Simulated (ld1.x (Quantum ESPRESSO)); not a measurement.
**Scattering properties, ultrasoft potential for molybdenum (Mo)**

molybdenum (Mo), ultrasoft, made with ld1.x (Quantum ESPRESSO) 7.5 (PBE, scalar-relativistic). Core [Kr], reference 4d4.5 5s0 5p0 (charge +1.5). Waves: 5s (bound, empty): rcut 1.95, rcutus 2.60 bohr; 5s channel at 3.95 Ry: rcut 1.95, rcutus 2.60 bohr; 5p (bound, empty): rcut 3.20, rcutus 3.45 bohr; 5p channel at 0.35 Ry: rcut 3.20, rcutus 3.45 bohr; 4d (bound): rcut 1.75, rcutus 2.10 bohr; 4d channel at 2.55 Ry: rcut 1.75, rcutus 2.10 bohr. Local part: all-electron potential smoothed inside 2.20 bohr (lloc = -2). Core correction: Bessel-smoothed model core inside 1.70 bohr. Augmentation charge: built from norm-conserving waves at rcut, not smoothed further.

The phase is arctan(r·u′/u) with u = r·R(r), unwrapped; energies in Ry, scanned from -3 to 5 Ry. A pole is an energy at which the radial function vanishes at the test radius. The pseudo phase is shifted by a multiple of π to meet the all-electron one at the reference energy, and phase errors are pseudo minus all-electron; the curves can meet again beyond the range given. Levels narrower than the energy grid can be missing from the lists of poles.

```tsv
channel	radius (bohr)	reference energy (Ry)	poles, all-electron	poles, pseudo	unbroken range about the reference energy with phases within 0.05 rad	phase error 1 Ry above the reference energy (rad)
s	3.74	-1.00	-0.44, 3.58	-0.44, 3.57, 4.19	below 0.9	-0.004
p	3.74	-0.67	0.26, 4.44	0.26, 1.75	below 1.0	-0.000
d	3.74	-1.13	-1.05, 1.64	-1.05, 2.14, 2.58	below -0.2	+0.081
```

A Bessel basis up to 400 Ry misses an occupied level by 0.36 Ry, so cutoffs and ghosts were not judged.

Phases in the p channel:

| E (Ry) | all-electron | pseudo |
| --- | --- | --- |
| -3.00 | 1.384 | 1.384 |
| -2.52 | 1.356 | 1.357 |
| -2.04 | 1.311 | 1.312 |
| -1.56 | 1.223 | 1.224 |
| -1.08 | 0.941 | 0.943 |
| -0.60 | -0.757 | -0.757 |
| -0.12 | -1.439 | -1.438 |
| 0.36 | -1.595 | -1.595 |
| 0.84 | -1.692 | -1.715 |
| 1.32 | -1.816 | -2.827 |
| 1.80 | -2.161 | -4.732 |
| 2.28 | -3.846 | -4.877 |
| 2.76 | -4.447 | -5.106 |
| 3.24 | -4.587 | -6.411 |
| 3.72 | -4.652 | -7.511 |
| 4.20 | -4.695 | -7.698 |
| 4.68 | -4.729 | -7.774 |
